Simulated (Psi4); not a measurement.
Br (SMILES [Br-]), charge -1, singlet (a gas-phase anion, which may not be bound at this level). Base run: R2SCAN/6-311G** run with Psi4.

The Psi4 input:
```
memory 2 GB

molecule {
-1 1
  Br    0.00000000    0.00000000    0.00000000
}

set basis 6-311g**

energy('r2scan')
print_variables()
```

Each row names what was changed in the base input (with any setting that the change needs).

```tsv
change	ΔE vs base (mEh)	SCF cycles	grid points	basis functions
base	0.000	10	20084	44
scf_type = pk	0.038	10	20084	44
dft_spherical_points = 434	0.000	10	28644	44
dft_radial_points = 35	-68.724	9	9362	44
level_shift = 0.3	0.000	10	20084	44
guess = gwh	0.000	9	20084	44
damping_percentage = 20	-0.001	24	20084	44
dft_radial_scheme = mura	2.824	10	20832	44
dft_basis_tolerance = 1e-8	0.000	10	19178	44
dft_spherical_points = 974	0.000	10	64284	44
scf_type = out_of_core	0.038	10	20084	44
dft_spherical_points = 110	0.000	10	7370	44
level_shift = 1.0	0.000	11	20084	44
```

A gas-phase anion may not be bound at this level; its values then depend on the basis.
